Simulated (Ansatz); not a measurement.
BaF, charge +1, singlet, at a GFN2-xTB geometry (such geometries of metal compounds can be far from the true shape) (core potentials on Ba). Base run: B3LYP/def2-SVP (Ansatz, a first-principles code).

Geometry (Å):
```xyz
2

Ba     0.0000     0.0000    -0.3254
F      0.0000     0.0000     2.0249
```
Charge +1, spin multiplicity 1.
All else is at Ansatz's defaults.

Variants of this job, named by their change:

```json
[
 {"change": "base", "basis functions": "44", "E (Eh)": "-125.10451"},
 {"change": "basis = def2-SV(P)", "basis functions": "44", "E (Eh)": "-125.10451"},
 {"change": "basis = def2-SVPD", "basis functions": "56", "E (Eh)": "-125.12080"},
 {"change": "basis = def2-TZVPP", "basis functions": "71", "E (Eh)": "-125.25829"},
 {"change": "basis = def2-TZVP", "basis functions": "71", "E (Eh)": "-125.25829"},
 {"change": "basis = def2-TZVPD", "basis functions": "80", "E (Eh)": "-125.26173"},
 {"change": "basis = def2-QZVP", "basis functions": "117", "E (Eh)": "-125.26730"},
 {"change": "basis = def2-QZVPP", "basis functions": "117", "E (Eh)": "-125.26730"}
]
```

Totals compare only among sets that treat the same electrons; sets with core potentials leave the core out.
